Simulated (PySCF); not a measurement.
**Tc+: ionisation energy**

Tc+ [Kr] 4d5 5s1 (7S) → Tc(2+) [Kr] 4d5 (6S), as a difference of total energies. Computed with PySCF 2.14 in aug-cc-pVTZ-PP with ECP28MDF, with a scalar-relativistic core potential. Correlated levels: valence: 4s2 4p6 frozen. The calculations carry no spin-orbit coupling.

| method | ionisation energy (eV) | difference from reference (eV) |
| --- | --- | --- |
| UHF | 14.240 | -1.020 |
| MP2 (valence) | 14.827 | -0.433 |
| SCS-MP2 (valence) | 14.436 | -0.824 |
| CCSD (valence) | 14.851 | -0.409 |
| CCSD(T) (valence) | 14.877 | -0.383 |

Reference: 15.26 eV (semi-empirical (NIST evaluation); NIST Atomic Spectra Database, ionization energies).

Errors of the correlated levels include the incompleteness of this basis and the frozen core.
